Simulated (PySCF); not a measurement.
Two-component Hartree-Fock for Si³⁺ (silicon, charge +3)

Start: [Ne] 3s1; 3s1/2 filled at m_j = +1/2. Calculated with PySCF 2.14 in x2c-SVPall-2c with one added diffuse shell each of s, p type (5s5p1d, 25 functions): generalised Hartree-Fock with the X2C-1e Hamiltonian and a Gaussian nucleus; one run each with spin-orbit coupling (SO) switched off, then screened by Boettger's factors. This is a chosen level, not necessarily the ground level.

```
spinor shell  electrons  ε, spin-free (eV)  ε, screened SO (eV)  weight of nominal j (screened SO)  rms radius, screened SO (bohr)
       1s1/2          2            -1913.8              -1913.8                              1.000                           0.129
       2s1/2          2            -204.44              -204.44                              1.000                           0.612
       2p1/2          2            -152.28              -152.79                              0.940                           0.595
       2p3/2          4            -152.28              -152.02                              0.970                           0.596
       3s1/2          1            -44.507              -44.507                              1.000                            2.03
```

```csv
quantity,spin-free,screened SO
E (hartree),-287.31339,-287.31353
M_J,1/2,1/2
⟨J²⟩,0.750,0.750
⟨L²⟩,0.000,0.000
⟨S²⟩,0.750,0.750
```

Each row is a mean over spinors that exchange with the open shell spreads, by up to 0.942 eV (2s1/2).

Without spin-orbit coupling the j labels of p, d and f shells carry no meaning; the spin-free column gives the mean over the occupied spinors of each nl shell.
